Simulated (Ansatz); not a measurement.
Born–Oppenheimer molecular dynamics of C$_{2}$H$_{7}$BS (11 atoms, charge 0, multiplicity 1). It starts at the highest image of a converged band. Of that band: Neighbouring images differ by up to 2.2 eV, so the band resolves the path poorly. A vibrational analysis at the climbing image gives one clearly imaginary mode, 1665i cm⁻¹: a first-order saddle point.

Theory: UHF/def2-SVP (Ansatz).

```json
{
  "ensemble": "NVE (velocity Verlet)",
  "time step": "0.5 fs",
  "steps asked": "200",
  "starting velocities drawn for": "300 K",
  "seed": "12171"
}
```

First frame:

```xyz
11
Properties=species:S:1:pos:R:3
B -0.522 -0.428 -0.098
C 1.266 -0.402 0.085
S -1.186 -2.022 -0.269
H 0.399 -1.444 -0.035
C -1.101 1.036 -0.031
H 1.933 -1.271 0.120
H 1.556 0.197 -0.776
H 1.388 0.146 1.017
H -2.171 1.024 -0.237
H -0.613 1.704 -0.745
H -0.949 1.460 0.966
```

Q: How far do the bonds stretch over the last three quarters of this one trajectory? (Pairs bonded in most of those frames.)

A: 
```tsv
bond	mean (Å)	spread (Å)	shortest	longest
B1–S3	1.624	0.036	1.55	1.67
B1–C5	1.578	0.067	1.46	1.70
C2–H4	1.101	0.054	0.99	1.19
C2–H6	1.098	0.034	1.02	1.17
C2–H7	1.095	0.029	1.05	1.15
C2–H8	1.096	0.030	1.04	1.15
C5–H9	1.093	0.014	1.07	1.12
C5–H10	1.096	0.025	1.06	1.14
C5–H11	1.094	0.030	1.05	1.14
```

Mean temperature of the second half: 2292 K. The conserved energy stayed within 0.28 meV per atom of its start (net change 0.21 meV per atom), so the integration is sound. The system heated up, since it started high on the potential surface and ran downhill. A run of 0.1 ps of so small a system gives no equilibrium averages. The orbitals stay closed-shell, which can raise the energy where a bond breaks towards radicals; this wasn't checked here.

The run took 3.9 min on 2 threads of Arm Neoverse V1, on a shared host, peak memory 0.21 GiB.
